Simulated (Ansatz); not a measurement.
CH4Cd (SMILES [CH3][CdH]) moved off its minimum; all values from Ansatz (a first-principles code), cores frozen in correlated methods. Elements past Kr take the def2 small-core potentials, without spin–orbit coupling.
(charge 0, multiplicity 1)
```xyz
6

Cd    -0.3691    -0.1244     0.0038
H     -1.7780    -1.0007    -0.2795
C      1.6093     0.8581     0.1269
H      2.0346     0.5061     1.0840
H      1.4668     1.9143     0.2376
H      2.2500     0.5746    -0.5842
```

Q: Give the forces (eV/Å), the total energy and the dipole at CCSD(T)/def2-TZVPPD.

A: 
| atom | Fx | Fy | Fz |
|---|---|---|---|
| Cd1 | 0.888 | 0.190 | -0.359 |
| H2 | -0.013 | 0.118 | 0.164 |
| C3 | -3.109 | -0.233 | 3.793 |
| H4 | -0.154 | 0.100 | -0.185 |
| H5 | 0.081 | 0.663 | -0.289 |
| H6 | 2.308 | -0.838 | -3.124 |
Energy -207.6937 hartree, dipole 0.47 D.
